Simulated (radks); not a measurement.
Results of a calculation; reference values are marked as such.
Task: The mean radii <r> (bohr) of the occupied orbitals of an atom or ion are listed with their occupations. Code: a radial shooting solver on a logarithmic mesh with Libxc functionals. Model: scalar-relativistic Kohn-Sham, PBE, spin-polarised, spherical densities, point nucleus.

orbital  occ.      <r>
1s up       1  0.01742
1s down     1  0.01742
2s up       1  0.07267
2s down     1  0.07266
2p up       3  0.06519
2p down     3  0.06518
3s up       1   0.1749
3s down     1   0.1750
3p up       1   0.1721

Name the element and its charge. Open shells, if any, are filled with parallel spins first.

Result: Z = 77, iridium, charge +64: Ir64+ in [Ne] 3s2 3p1. The 1s radius gives Z: for a bare nucleus <r> = (2 gamma + 1)/(2Z) with gamma = sqrt(1 - (Z/c)^2), 0.01724 bohr for Z = 77, and screening makes it slightly larger (0.01742 here). The occupations add up to 13, and the charge is Z minus that.
